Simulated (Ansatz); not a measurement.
Cost and result for the atomization energy of `[OH][In]([OH])[Cl]` (6 atoms, 5 bonds).

Total charge 0; spin multiplicity 1. Correlated methods include outer-core shells of In, which these sets cover unevenly. In: def2 effective core potential. The geometry is a stationary point of PBE0-D4/def2-TZVP. It is one conformer, not always the lowest. Program: Ansatz. All runs use 2 threads of a server CPU on a shared host. Times are those of one run each, without the atoms' runs, and a repeat can differ threefold. Electronic energies, without spin–orbit coupling; frozen cores. CCSD(T)/CBS adds CCSD(T) − MP2 in def2-TZVPP to the MP2 limit, and its time is that of the two runs behind it. T1 = 0.016. With those shells the extrapolation isn't a true limit.

CCSD(T)/CBS is a level of theory with its own doubt, some kJ/mol a heavy atom from the limit and from the frozen cores, so smaller differences don't rank the functionals.

| level | functions | wall time |
| --- | --- | --- |
| revPBE-D4/def2-TZVPP | 182 | 0.85 s |
| BLYP-D4/def2-TZVPP | 182 | 0.85 s |
| PBE0-D4/def2-TZVPP | 182 | 1.1 s |
| BHLYP-D4/def2-TZVPP | 182 | 1.2 s |
| CAM-B3LYP-D4/def2-TZVPP | 182 | 1.4 s |
| CCSD(T)/def2-SVP | 82 | 1.6 s |
| r2SCAN-D4/def2-TZVPP (with forces) | 182 | 1.8 s |
| r2SCANh-D4/def2-TZVPP | 182 | 1.9 s |
| PBE-QIDH/def2-TZVPP | 182 | 2.1 s |
| ωB97X-V/def2-TZVPP | 182 | 3.1 s |
| MP2/def2-QZVPP | 326 | 5.5 s |
| CCSD(T)/def2-TZVPP | 182 | 28 s |
| CCSD(T)/CBS(def2) | – | 34 s |

(1) What atomization energy does each give, and how far from CCSD(T)/CBS? (An estimate is asked.)

## Answers

(1) Computed: 
| level | atomization (kJ/mol) | difference from CCSD(T)/CBS | per bond |
| --- | --- | --- | --- |
| revPBE-D4/def2-TZVPP | 1820.9 | -67.7 | -13.5 |
| BLYP-D4/def2-TZVPP | 1837.8 | -50.8 | -10.2 |
| PBE0-D4/def2-TZVPP | 1822.1 | -66.5 | -13.3 |
| BHLYP-D4/def2-TZVPP | 1721.0 | -167.6 | -33.5 |
| CAM-B3LYP-D4/def2-TZVPP | 1841.0 | -47.6 | -9.5 |
| CCSD(T)/def2-SVP | 1679.5 | -209.1 | -41.8 |
| r2SCAN-D4/def2-TZVPP (with forces) | 1861.9 | -26.7 | -5.3 |
| r2SCANh-D4/def2-TZVPP | 1832.6 | -56.0 | -11.2 |
| PBE-QIDH/def2-TZVPP | 1822.9 | -65.7 | -13.1 |
| ωB97X-V/def2-TZVPP | 1864.4 | -24.2 | -4.8 |
| MP2/def2-QZVPP | 1930.0 | 41.4 | 8.3 |
| CCSD(T)/def2-TZVPP | 1806.4 | -82.2 | -16.4 |
| CCSD(T)/CBS(def2) | 1888.6 | 0.0 | 0.0 |

From r2SCAN to r2SCAN0 (25 % exact exchange), in def2-TZVPP and without D4, the atomization energy moves by −71.4 kJ/mol: exact exchange takes away binding that semilocal exchange gives to molecules. In def2-TZVPP, CCSD(T) changes the Hartree–Fock value by +626.3 kJ/mol (the triples alone add +47.7 kJ/mol) and MP2 by +700.4 kJ/mol; breaking electron pairs costs correlation energy, which Hartree–Fock lacks. The D4 term adds +17.9 kJ/mol with B3LYP and +9.4 kJ/mol with PBE0; it sums over pairs of atoms, weighted by their polarisabilities, and B3LYP, whose exchange is more repulsive, gets the larger term.

B3LYP here is the variant with VWN-RPA as its local correlation; programs differ in this.

Spin–orbit coupling would lower the free In atoms strongly, and the atomization energy with them, by more than many differences here.
